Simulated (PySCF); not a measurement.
SMILES F[B]F (BF2), doublet (CAM-B3LYP/def2-SVP optimised geometry):

```
3

F      0.988    -0.559     0.000
B     -0.317    -0.559     0.000
F     -0.988     0.559     0.000
```

Level of theory: unrestricted CAM-B3LYP/def2-TZVP (PySCF 2.14.0).

Task: What are the frontier orbital energies (α orbitals alone; a β orbital can be the lowest empty one) and the dipole moment?

Result: HOMO-2 -14.71 eV, HOMO-1 -14.41 eV, HOMO -8.66 eV, LUMO 0.48 eV, LUMO+1 2.41 eV; dipole moment 0.32 D.

On the same geometry PySCF 2.14.0 with unrestricted PBE/def2-TZVP gives HOMO-2 -11.10 eV, HOMO-1 -10.66 eV, HOMO -5.78 eV, LUMO -1.79 eV, LUMO+1 0.98 eV; dipole moment 0.14 D.

Meta-Löwdin charges at CAM-B3LYP/def2-TZVP: F1 -0.26, B2 0.51, F3 -0.26.
